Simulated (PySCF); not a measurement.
AlH3, SMILES [AlH3]. Heavy atoms are numbered as in [AlH3:1]. Hydrogens are named by the atom that carries them.

Geometry: ωB97X-D3(BJ)/def2-TZVPD. The isomer is the one that the SMILES or the coordinates give; other isomers of the formula were not compared.

Level of theory: KT2/pcSseg-2 (PySCF).

GIAO shieldings, no solvent; atoms alike by connectivity are averaged. δ = σ(ref) − σ: ¹H against TMS (σ = 31.47 ppm), references at their B3LYP-D3(BJ)/def2-TZVP geometries, non-relativistic.

Computed chemical shifts:
```
nucleus     atoms  count  δ (ppm)
-------  --------  -----  -------
¹H       H on Al1      3     5.78
```
